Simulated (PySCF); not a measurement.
System: C₇H₁₃, net charge 0, doublet state. It need not be the lowest isomer of its formula. 
Coordinates optimised at B3LYP-D3(BJ)/def2-TZVP (Ansatz):
```xyz
20

C     -2.5320    -0.8984    -0.7262
C     -1.4417     0.1078    -0.6174
C     -1.9547     1.4232    -0.0207
C     -0.2398    -0.4668     0.1533
C      1.0158     0.4123     0.1183
C      2.1659    -0.2114     0.8455
C      3.3225    -0.5587     0.2961
H     -3.5641    -0.5914    -0.8306
H     -2.3037    -1.9515    -0.8259
H     -1.0811     0.3326    -1.6374
H     -2.2616     1.2784     1.0180
H     -1.1934     2.2030    -0.0451
H     -2.8195     1.7881    -0.5779
H     -0.5375    -0.6423     1.1924
H      0.0106    -1.4456    -0.2649
H      1.2990     0.6076    -0.9203
H      0.7922     1.3822     0.5738
H      2.0092    -0.3987     1.9056
H      3.5205    -0.3936    -0.7574
H      4.1137    -1.0167     0.8758
```
Charge 0, spin multiplicity 2.

Dispersion corrections to the total energy (kcal/mol) from the dftd3 and dftd4 libraries through PySCF: D3(BJ) without and D4 with the three-body term, each with the damping fitted for the functional named.

```csv
functional,D3(BJ),D4
TPSS,-13.00,___
BLYP,___,-21.26
BP86,-15.60,-12.61
PBE0,-8.96,___
TPSSh,-11.90,-11.90
HSE06,-6.62,-7.53
LC-wPBE,-9.49,-10.58
```

Task: What belongs in the gaps?

Result: 
- TPSS, D4: -13.01
- BLYP, D3(BJ): -21.31
- PBE0, D4: -8.16
